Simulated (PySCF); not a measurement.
# How methods differ on the excitation energy of Cl

Cl [Ne] 3s2 3p5 (2P) → Cl [Ne] 3s1 3p6 (2S), as a difference of total energies. All numbers are calculated (PySCF 2.14, the non-relativistic Hamiltonian (point nucleus), in dyall-acv3z (19s12p6d4f, 113 functions)). Correlated levels: valence: [Ne] frozen; valence and next inner shell: 1s2 frozen; virtual orbitals above 40 to 60 times the deepest correlated orbital energy dropped. The calculations carry no spin-orbit coupling.

| method | excitation energy (cm⁻¹) | error (cm⁻¹) |
| --- | --- | --- |
| UHF | 124310 | +38923 |
| LDA | 94826 | +9441 |
| PBE | 96734 | +11349 |
| PBE0 | 103720 | +18339 |
| r2SCAN | 102800 | +17419 |
| M06-2X | 104490 | +19103 |
| LC-wPBE | 105470 | +20090 |
| PW91 | 96698 | +11313 |
| MP2 (valence) | 104670 | +19286 |
| SCS-MP2 (valence) | 102720 | +17340 |
| MP2 (valence and next inner shell) | 103720 | +18334 |
| SCS-MP2 (valence and next inner shell) | 101930 | +16546 |

Reference: 85385 cm⁻¹ (measured; NIST levels, between the centres of gravity of the two terms).

Errors of the correlated levels include the incompleteness of this basis and the frozen core.
